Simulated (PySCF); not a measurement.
Si(H)(F)(Me)(NH2) (CH6FNSi), SMILES C[SiH](N)F. Geometry optimised at B3LYP-D3(BJ)/def2-SVP. The values are those of a single conformer.

Question: Give the equilibrium geometry at B3LYP-D3(BJ)/def2-SVP (PySCF confirms it by a frequency run) as bond lengths and angles. (The exact figures need the calculation; the answer reports its results.)

Answer: Several could match; the one computed here: 
Atoms: Si1 C2 N3 F4 H5 H6 H7 H8 H9 H10. Bonded distances (Å): Si1–C2 1.865, Si1–N3 1.717, Si1–F4 1.641, Si1–H5 1.485, C2–H6 1.101, C2–H7 1.103, C2–H8 1.101, N3–H9 1.016, N3–H10 1.015. Angles (°): C2–Si1–N3 109.8, C2–Si1–F4 106.6, C2–Si1–H5 114.3, N3–Si1–F4 112.9, N3–Si1–H5 107.9, F4–Si1–H5 105.4, Si1–C2–H6 111.0, Si1–C2–H7 110.7, Si1–C2–H8 110.9, H6–C2–H7 108.1, H6–C2–H8 108.5, H7–C2–H8 107.5, Si1–N3–H9 120.7, Si1–N3–H10 120.8, H9–N3–H10 110.9.
Charge 0, spin multiplicity 1.
